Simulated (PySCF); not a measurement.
## [Er(N2)2]3+ at several levels of theory

Computed with PySCF 2.14.0 (density fitting, no spin-orbit coupling) at the geometry relaxed with B3LYP:

```xyz
5
[Er(N2)2]3+ (singlet in the valence; each metal's 4f electrons, 11 of them, lie in its core potential, out of spins and levels)
Er   -0.2035    1.1603    0.0000
N     0.0304   -0.1732    1.9605
N     0.1374   -0.7832    2.8799
N     0.0304   -0.1732   -1.9605
N     0.1374   -0.7832   -2.8799
```

```csv
level,basis,state,HOMO (eV),gap (eV),charge on Er1 (e),population of f-type functions on Er1 (polarisation alone where 4f lies in the core),dipole about the centre of mass (D),largest force component (eV/Å)
B3LYP,"Er lcecp-1-SVP with ECP57, N def2-SVP",singlet,-27.15,6.67,2.41,0.02,0.79,0.00
M06-L,the same,singlet,-25.92,5.31,2.51,0.02,0.90,0.41
TPSS,the same,singlet,-25.71,4.82,2.41,0.02,0.65,1.06
BLYP,the same,singlet,-25.41,4.30,2.33,0.02,0.53,1.64
B3LYP,"Er lcecp-1-TZVP with ECP57, N def2-TZVP",singlet,-27.17,6.76,2.58,0.02,0.74,1.18
```

In the lcecp rows the 4f levels are missing from HOMO and gap, and the state counts the valence alone.

Charges are Mulliken's, which hang on the basis. The relaxation used the grid (50, 194), these runs (75, 302) or, all-electron (x2c bases, spin-free X2C Hamiltonian), (99, 590).

(1) What does revPBE with Er lcecp-1-SVP with ECP57, N def2-SVP give here?

An lcecp potential fixes the number of 4f electrons, so in runs with it no electron can move into or out of that shell.

Results:

(1) state singlet, HOMO (eV) -25.46, gap (eV) 4.41, charge on Er1 (e) 2.37, population of f-type functions on Er1 (polarisation alone where 4f lies in the core) 0.02, dipole about the centre of mass (D) 0.55, largest force component (eV/Å) 1.72. Time: 2.9 s on 2 threads of Intel(R) Xeon(R) 6975P-C (Granite Rapids) (shared host), from an already converged density.
